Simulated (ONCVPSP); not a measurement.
# Logarithmic derivatives: Ga, ONCV

gallium (Ga), optimised norm-conserving Vanderbilt (ONCV), made with ONCVPSP 4.0.1 (PBE, non-relativistic). Core [Ne], reference 3s2 3p6 3d10 4s2 4p1. Waves: 3s+4s: rc 1.25 bohr, ncon 4, nbas 8, qcut 10.9 1/bohr, 2 projectors; 3p+4p: rc 1.15 bohr, ncon 4, nbas 7, qcut 13.5 1/bohr, 2 projectors; 3d: rc 1.00 bohr, ncon 5, nbas 9, qcut 16.9 1/bohr, 2 projectors, debl 2.6 Ha. Local part: polynomial inside 0.85 bohr (lpopt 5, dvloc0 2 Ha). Core correction: none.

The phase is arctan(r·R′/R) of the radial function R(r), unwrapped; energies in Ha, scanned from -7 to 5 Ha. A pole is an energy at which the radial function vanishes at the test radius. The pseudo phase is shifted by a multiple of π to meet the all-electron one at the reference energy, and phase errors are pseudo minus all-electron; the curves can meet again beyond the range given. Levels narrower than the energy grid can be missing from the lists of poles.

Question: For each channel, where are the poles, and over which energies does the pseudopotential scatter like the atom?

Answer:

| channel | radius (bohr) | reference energy (Ha) | poles, all-electron | poles, pseudo | unbroken range about the reference energy with phases within 0.05 rad | phase error 1 Ha above the reference energy (rad) |
| --- | --- | --- | --- | --- | --- | --- |
| s | 1.27 | -0.32 | -4.89 | -4.89 | the whole range | -0.000 |
| p | 1.17 | -0.10 | -2.83 | -2.83 | the whole range | -0.000 |
| d | 1.01 | -0.73 | 0.96 | 0.96 | the whole range | +0.000 |

Phases in the d channel:

```tsv
E (Ha)	all-electron	pseudo
-6.96	1.188	1.188
-6.64	1.173	1.173
-6.32	1.156	1.156
-6.00	1.137	1.137
-5.68	1.115	1.115
-5.36	1.091	1.091
-5.04	1.062	1.062
-4.72	1.027	1.027
-4.40	0.986	0.986
-4.08	0.935	0.935
-3.76	0.872	0.872
-3.44	0.790	0.790
-3.12	0.682	0.682
-2.80	0.536	0.536
-2.48	0.335	0.335
-2.16	0.068	0.068
-1.84	-0.252	-0.252
-1.52	-0.575	-0.575
-1.20	-0.846	-0.846
-0.88	-1.051	-1.051
-0.56	-1.203	-1.203
-0.24	-1.316	-1.316
0.08	-1.404	-1.404
0.40	-1.474	-1.474
0.72	-1.533	-1.533
1.04	-1.583	-1.583
1.36	-1.628	-1.628
1.68	-1.670	-1.670
2.00	-1.709	-1.709
2.32	-1.747	-1.747
2.64	-1.786	-1.786
2.96	-1.825	-1.825
3.28	-1.868	-1.868
3.60	-1.913	-1.913
3.92	-1.964	-1.964
4.24	-2.022	-2.022
4.56	-2.089	-2.089
4.88	-2.170	-2.169
```
